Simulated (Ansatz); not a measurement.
Species: sum formula ZrH3I, net charge 0, singlet state. 
Geometry from a B3LYP-D3(BJ)/def2-TZVP (Ansatz, a quantum-chemistry and plane-wave program) optimisation:
SMILES: [ZrH3][I]
```xyz
5

Zr     1.1782    -0.2725     0.8421
I     -0.9835     0.2275    -0.7029
H      2.6901     0.3575    -0.0012
H      0.9777     0.5753     2.4653
H      1.3311    -2.0889     1.1086
```
Charge 0, spin multiplicity 1.

Property: vertical ionisation energy (to the doublet state of charge +1; each state is the SCF solution reached for its spin; the molecule has degenerate orbitals, so one determinant may break the symmetry), in eV. Valence correlation only, unless marked. UHF or UKS for open shells. No spin-orbit coupling. Frozen are the shells of the preceding noble gas and the d and f shells that filled before the atom's block. Past Kr the def2 sets carry scalar-relativistic core potentials. Basis-set limits of correlation are two-point, X^-3; Hartree-Fock from the larger set. [CCSD(T)-MP2]/basis is that difference in the basis named.

```csv
level,program,vertical ionisation energy (eV)
PBE0/def2-TZVPD,Ansatz,10.23
BHLYP/def2-TZVPD,Ansatz,10.29
CAM-B3LYP/def2-TZVPD,Ansatz,10.41
wB97X-V/def2-TZVPD,Ansatz,10.41
MP2/def2-TZVPPD,Ansatz,10.42
RI-MP2/def2-QZVPPD,Ansatz,10.52
"RI-MP2/CBS(def2-TZVPPD,def2-QZVPPD)",Ansatz,10.60
```

Problem. Estimate the value at RI-MP2/CBS(def2-TZVPPD,def2-QZVPPD)+[CCSD(T)-MP2]/def2-TZVPPD as computed with Ansatz.

Solution. 10.53 eV, so RI-MP2/CBS(def2-TZVPPD,def2-QZVPPD) differs from it by 0.07 eV.
